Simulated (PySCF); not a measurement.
Gas-phase reaction: 2 CH3GeH3 + 3 HCO + 3 CH2OH ⇌ Ge2O2 + 4 CH3OCH3

Computed with PySCF and rigid-rotor harmonic-oscillator thermochemistry at 1 bar. † marks an energy on the PBE0/def2-TZVP geometry and frequencies; other levels use their own. CCSD(T) freezes the core. 6-31G* has spherical d functions here. Open shells (unrestricted): HCO (multiplicity 2), CH2OH (multiplicity 2); the rest are closed-shell singlets. B3LYP is the form with VWN-RPA correlation. Ge: all electrons, no relativistic terms. Ge2O2: computed as isolated molecules; such fragments, hydroxides, amides, oligomers or adducts are transient or little studied in the gas. CCSD(T) isn't extrapolated to the basis-set limit.

```tsv
level	ΔH°(298 K), kJ
B3LYP/6-31G*	(withheld)
B3LYP/def2-TZVP†	(withheld)
CCSD(T)/def2-SVP†	-1071
HF/6-31G*	-889
HF/def2-TZVP†	-838
M06-2X/def2-TZVP†	-1234
PBE/def2-TZVP†	-1104
PBE0/def2-SVP†	(withheld)
r2SCAN/def2-TZVP†	(withheld)
LDA/def2-TZVP†	-1316
```

### Question
What belongs in the gaps?

### Answer

- B3LYP/6-31G*, ΔH°(298 K), kJ: -1198
- B3LYP/def2-TZVP†, ΔH°(298 K), kJ: -1082
- PBE0/def2-SVP†, ΔH°(298 K), kJ: -1113
- r2SCAN/def2-TZVP†, ΔH°(298 K), kJ: -1067
